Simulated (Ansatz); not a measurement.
## A geometry optimisation of GeH6OP+ with r2SCAN-D4/def2-SVP

The starting geometry of this gas-phase singlet was optimised with GFN2-xTB; its bonds are those of `[OH][GeH2][PH3+]`.

```xyz
9

Ge    0.1144   -0.5647   -0.6029
O     1.1798   -1.6195   -1.4284
P    -1.5060   -2.2804   -0.2789
H     2.0326   -1.3658   -1.7831
H    -0.5152    0.4713   -1.4946
H     0.6056   -0.1595    0.7603
H    -2.0152   -2.7858   -1.4567
H    -2.6371   -2.0284    0.4663
H    -0.9796   -3.4042    0.3225
```

Predict what it relaxes into with r2SCAN-D4/def2-SVP.

It keeps its bonds, and is `[OH][GeH2][PH3+]`.

The energy falls by 0.15 eV over 25 steps:

```csv
step,E − E(last) (eV)
1,0.145
4,0.030
6,0.023
9,0.023
12,0.022
14,0.016
17,0.009
20,0.000
22,0.000
25,0.000
```

Final geometry (Å):

```yaml
atoms:
  - { symbol: Ge, position_ang: [0.1959, -0.5656, -0.5455] }
  - { symbol: O, position_ang: [1.4987, -1.5259, -1.2068] }
  - { symbol: P, position_ang: [-1.4990, -2.2884, -0.2946] }
  - { symbol: H, position_ang: [1.6742, -1.4232, -2.1549] }
  - { symbol: H, position_ang: [-0.4525, 0.4499, -1.4813] }
  - { symbol: H, position_ang: [0.4903, -0.2120, 0.9023] }
  - { symbol: H, position_ang: [-1.9473, -2.8317, -1.5200] }
  - { symbol: H, position_ang: [-2.6860, -1.9379, 0.3905] }
  - { symbol: H, position_ang: [-0.9952, -3.4022, 0.4146] }
```

Frequencies at the end are all real (lowest 86 cm⁻¹). Run with Ansatz 0.2.0, 60 s on 2 threads of AMD EPYC 7R43 64-Core Processor (Zen 3) (shared host).
